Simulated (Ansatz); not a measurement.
An input meant for K₂F₂⁺ (charge 1, doublet; atoms displaced at random, 0.08 Å in each coordinate).

```yaml
crystal:
  periodic: [false, false, false]
  atoms:
    - {symbol: K, position_ang: [-1.665561, -1.563454, 0.075532]}
    - {symbol: K, position_ang: [1.588330, 1.734334, -0.185735]}
    - {symbol: F, position_ang: [0.295758, -0.037238, 0.978373]}
    - {symbol: F, position_ang: [-0.290101, 0.054249, -1.052339]}
basis:
  gaussian: {orbitals: "6-31G*"}
total_charge: 2
magnetization: {spin_polarized: true, initial_magnetization: 1}
hamiltonian: {xc: {name: PBEsol}, dispersion: d3bjatm}
scf: {lower_state_search: light}
output: {forces: true}
```

```sh
$ ansatz run in.yaml --threads 2 --pin off --events-out ev --progress --plain --max-ram 4352MiB
```

Output, abridged:

```
Error: a molecule whose nuclei and cores have a total charge of 56 cannot have a net charge of 2 together with 1 unpaired electrons
```

In this input the number of unpaired electrons doesn't fit the electron count. The input was rejected before any iteration.
